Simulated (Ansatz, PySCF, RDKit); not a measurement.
Dimer: H2S (SMILES S) (first 3 atoms) with C3H6 (SMILES C=CC); geometry from B3LYP-D3(BJ)/def2-TZVP.
(charge 0, multiplicity 1):
```tsv
atom	x (Å)	y (Å)	z (Å)
S	0.1223	0.4633	0.7293
H	0.6505	0.1531	1.9271
H	1.2451	0.1330	0.0720
C	1.1659	0.1878	4.5291
C	0.0679	-0.5515	4.4198
C	-1.3051	-0.0206	4.1599
H	1.1326	1.2681	4.4401
H	2.1341	-0.2582	4.7176
H	0.1517	-1.6308	4.5171
H	-1.9892	-0.2958	4.9675
H	-1.3034	1.0662	4.0666
H	-1.7191	-0.4449	3.2405
```

Counterpoise-corrected where a basis set is named; no monomer relaxation. Rows marked so take none. RDKit's UFF carries no charges.

Cores are frozen in the correlated methods. Rows in 6-31G* carry no dispersion term and start afresh at each structure (6-31G* with six Cartesian d functions).

Codes used: Ansatz (a first-principles code); PySCF for 6-31G* rows, the dispersion terms; RDKit for the force fields. Each number belongs to the level named beside it.

Task: One of these levels gives -1.31 kcal/mol for the interaction energy. Name it.
(A) BLYP-D3(BJ)/def2-TZVPPD
(B) UFF
(C) B3LYP/6-31G* (no counterpoise)
(D) CCSD(T)/aug-cc-pV(D+d)Z

Result: C, B3LYP/6-31G* (no counterpoise). The others give -0.11 (UFF), -2.57 (BLYP-D3(BJ)/def2-TZVPPD), -1.69 (CCSD(T)/aug-cc-pV(D+d)Z)
